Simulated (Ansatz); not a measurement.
`CCCBr`, charge 0, multiplicity 1.

Task: Give a relaxed structure at PBE0-D4/def2-TZVP (Ansatz). (Best estimate.)

Result: Ansatz gave: 
Z-matrix (Å, degrees):
```
C
C 1 1.517
H 1 1.092 2 111.0
H 1 1.092 2 110.9 3 120.1
H 1 1.094 2 111.1 3 -120.0
C 2 1.510 1 114.2 3 61.8
H 2 1.094 1 110.4 3 -61.8
H 2 1.098 1 109.7 3 -178.7
Br 6 1.953 2 112.5 1 -65.5
H 6 1.089 2 112.1 1 53.0
H 6 1.088 2 112.1 1 176.5
```
This is one stationary point; other conformers may exist.
